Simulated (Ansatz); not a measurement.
This geometry of AlF2H2N + H2 (8 atoms, charge 0, multiplicity 1) is a first-order saddle point.

Theory: RKS PBE0-D4/def2-SVP (Ansatz).

```xyz
8
Properties=species:S:1:pos:R:3
Al -0.029 0.259 0.173
N -0.029 0.061 2.027
H -0.820 -0.341 2.528
H 0.830 -0.127 2.542
F 1.439 0.097 -0.585
F -1.431 -0.199 -0.587
H -0.205 1.966 0.704
H -0.170 1.407 1.533
```

Question: Which two structures does it join? (They come from a converged band through this point; their orientation in space is the band's.)

Answer: Bonds broken: H7–H8. Bonds formed: Al1–H7, N2–H8. AlF2H2N + H2 becomes AlF2H4N.

Image 0:

```xyz
8
Properties=species:S:1:pos:R:3
Al -0.009 0.015 0.405
N 0.025 -0.347 2.124
H -0.786 -0.608 2.673
H 0.868 -0.425 2.680
F 1.400 0.229 -0.444
F -1.424 -0.086 -0.454
H -0.247 2.250 0.300
H -0.242 2.096 1.052
```

Image 8:

```xyz
8
Properties=species:S:1:pos:R:3
Al -0.066 0.568 0.009
N -0.048 0.309 2.027
H -0.809 -0.327 2.272
H 0.834 -0.140 2.283
F 1.435 -0.131 -0.285
F -1.382 -0.433 -0.298
H -0.231 2.119 -0.255
H -0.149 1.158 2.583
```

Question: How far does it lie above each of them?

Answer: 13.6 kcal/mol above the first and 35.2 kcal/mol above the second. This is the barrier of this one path; another mechanism may lie lower. The orbitals stay closed-shell, which can raise the energy where a bond breaks towards radicals; this wasn't checked here.

The run took 3.2 min on 1 thread of Arm Neoverse V1, on a shared host, peak memory 0.16 GiB.
